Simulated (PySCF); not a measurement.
Species: C6H13NO.
Cartesian coordinates in Å at the PBE0-D3(BJ)/def2-SVP level; atoms count from 1:
```
atom  x, y, z in Å
C1    -3.5094    0.0349   -0.1583
C2    -2.1183   -0.1217    0.4332
C3    -1.0805    0.7374   -0.2786
N4     0.2421    0.6237    0.2821
C5     1.2581   -0.0232   -0.3545
O6     1.1465   -0.4836   -1.4743
C7     2.5400   -0.1452    0.4539
C8     3.7507   -0.4100   -0.4194
H9    -3.8582    1.0784   -0.0944
H10   -3.5241   -0.2524   -1.2216
H11   -4.2445   -0.5931    0.3663
H12   -1.7965   -1.1752    0.3795
H13   -2.1360    0.1401    1.5065
H14   -0.9905    0.4301   -1.3312
H15   -1.3993    1.7953   -0.2730
H16    0.3975    0.9495    1.2269
H17    2.3909   -0.9765    1.1664
H18    2.6778    0.7598    1.0694
H19    3.5692   -1.2822   -1.0622
H20    3.9556    0.4438   -1.0821
H21    4.6469   -0.5960    0.1898
```

Computed with PySCF at PBE0/def2-SVPD, non-relativistic, on one gas-phase PBE0-D3(BJ)/def2-SVP geometry that isn't relaxed in the solvent. The solvent is an IEF-PCM continuum (Bondi radii, 1.10 Å for H, scaled by 1.2). Only the electrostatic response of the medium enters.

Gas phase at PBE0/def2-SVPD: HOMO -7.28 eV, LUMO 0.45 eV, dipole 3.63 D.

Task: What does the continuum do to the energy, the frontier levels and the dipole at PBE0/def2-SVPD in benzene and methanol?

Result: 
```json
{"solvent": "benzene", "ε": "2.271", "E(solvent) − E(gas) (kcal/mol)": "-3.36", "polarisation term (kcal/mol)": "-3.72", "distortion of the solute (kcal/mol)": "0.36", "HOMO (eV)": "-7.30", "LUMO (eV)": "0.56", "dipole (D)": "4.25"}
{"solvent": "methanol", "ε": "32.61", "E(solvent) − E(gas) (kcal/mol)": "-7.77", "polarisation term (kcal/mol)": "-9.93", "distortion of the solute (kcal/mol)": "2.16", "HOMO (eV)": "-7.31", "LUMO (eV)": "0.57", "dipole (D)": "5.23"}
```

Polarisation term: ½ Σ q·V over the induced surface charges. Distortion: the rise of the solute's own energy as its density leaves the gas-phase optimum. The atom shares or the degeneracy of the HOMO differ from the gas phase in benzene and methanol, so that column needn't follow one orbital. The atom shares or the degeneracy of the LUMO differ from the gas phase in methanol, so that column needn't follow one orbital. From benzene to methanol the lowering changes by a factor 2.31, Onsager's factor (ε − 1)/(2ε + 1) by 2.08 and ε itself by 14.4.

Task: Which radius a makes the point-dipole formula ΔE = −[(ε − 1)/(2ε + 1)]·μ²/a³ give the value in methanol, with the gas-phase dipole?

Result: μ = 1.429 au and |ΔE| = 0.01238 Eh give a = 2.27 Å; the farthest nucleus lies 4.61 Å from the centroid of the nuclei, so such a sphere wouldn't even hold the nuclei. The formula assumes a rigid point dipole at the centre of a sphere.

Task: Give the dipole vector in the frame of the coordinates (D, pointing from negative to positive charge), gas and methanol.

Result: Gas (-0.73, 1.35, 3.29), solvent (-0.90, 1.99, 4.75). Its length changes by +44 % and its direction by 2°.

Task: How does the static polarisability (PBE0/def2-SVPD, frozen core, with the continuum's full static response) change?

Result: 
```json
{"medium": "gas", "isotropic (au)": "87.2", "principal values (au)": "71.3, 81.0, 109.2", "⟨r²⟩ of the electrons (bohr²)": "1612.5"}
{"medium": "benzene", "isotropic (au)": "98.1", "principal values (au)": "81.3, 93.6, 119.5", "⟨r²⟩ of the electrons (bohr²)": "1612.3"}
{"medium": "methanol", "isotropic (au)": "114.8", "principal values (au)": "98.8, 114.0, 131.4", "⟨r²⟩ of the electrons (bohr²)": "1612.0"}
```

The isotropic value in methanol is 1.32 times the gas-phase one; no cavity-field correction is applied. ⟨r²⟩ is taken about the centre of nuclear charge.
